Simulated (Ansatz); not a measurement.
Breaking a bond in CH2Se (methaneselone)

CH2Se: 4 atoms, total charge 0, spin state singlet. As SMILES, `C=[Se]`. Geometry: relaxed at PBE0-D4/def2-TZVP.

```
atom    x (Å)    y (Å)    z (Å)
   C  -0.1294  -0.0274  -0.0682
  Se   1.3841   0.2934   0.7292
   H  -0.5865  -1.0137  -0.0536
   H  -0.6681   0.7478  -0.6074
```

The C1–H3 distance is scanned; the parts on either side stay rigid. Basis STO-3G, 10 core orbitals frozen in the correlated methods; program Ansatz 0.2.0. FCI is exact within this basis and core. Energies in eV from each method's value at 1.087 Å; methods without a U are spin-restricted. The shape above is that at 1.087 Å.

```csv
distance (Å),HF,SVWN5,PBE,BLYP,PBE0,CCSD(T),BCCD(T)
1.087,0.00,0.00,0.00,0.00,0.00,0.00,0.00
1.359,1.12,0.80,0.75,0.72,0.88,0.76,0.76
1.631,3.19,2.33,2.21,2.12,2.54,2.24,2.25
2.174,7.03,4.95,4.67,4.48,5.41,4.23,4.25
2.718,9.38,6.46,6.07,5.84,7.06,4.56,4.65
```

(1) Estimate the FCI curve, and say how far off each method is.

## Answers

(1) 
```tsv
distance (Å)	FCI
1.087	0.00
1.359	0.76
1.631	2.23
2.174	4.25
2.718	4.80
```

Departure from the FCI curve at its largest: HF +4.58 eV at 2.72 Å; SVWN5 +1.66 eV at 2.72 Å; PBE +1.27 eV at 2.72 Å; BLYP +1.04 eV at 2.72 Å; PBE0 +2.26 eV at 2.72 Å; CCSD(T) -0.24 eV at 2.72 Å; BCCD(T) -0.15 eV at 2.72 Å. Functionals converge differently with the basis, so for them the departure isn't an error alone. Restricted Hartree–Fock keeps the electrons paired, so it rises far too high as the bond breaks.
